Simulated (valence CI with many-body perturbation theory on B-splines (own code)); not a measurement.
# Which ion has this spectrum?

A relativistic CI+MBPT calculation for an atom or ion with 14 electrons gives these levels (cm⁻¹):

| J | Parity | E | g |
| --- | --- | --- | --- |
| 0 | even | 0 |  |
| 1 | even | 9298 | 1.50 |
| 2 | even | 18580 | 1.45 |
| 2 | even | 48220 | 1.04 |
| 0 | even | 91792 |  |
| 2 | odd | 214367 | 2.00 |
| 1 | odd | 287196 | 0.53 |
| 2 | odd | 287349 | 1.19 |
| 3 | odd | 290189 | 1.33 |
| 0 | odd | 329045 |  |
| 1 | odd | 329769 | 1.47 |
| 2 | odd | 330400 | 1.46 |
| 2 | odd | 362434 | 1.03 |
| 1 | odd | 415969 | 1.78 |

The energies are calculated, with errors of perhaps 200 cm⁻¹, more in some levels.

**Question.** Which is it?
A. Ni14+
B. Co13+
C. Fe12+
D. Cu15+

**Answer.** C. Fe12+, ground level 3s²3p² ³P_0.
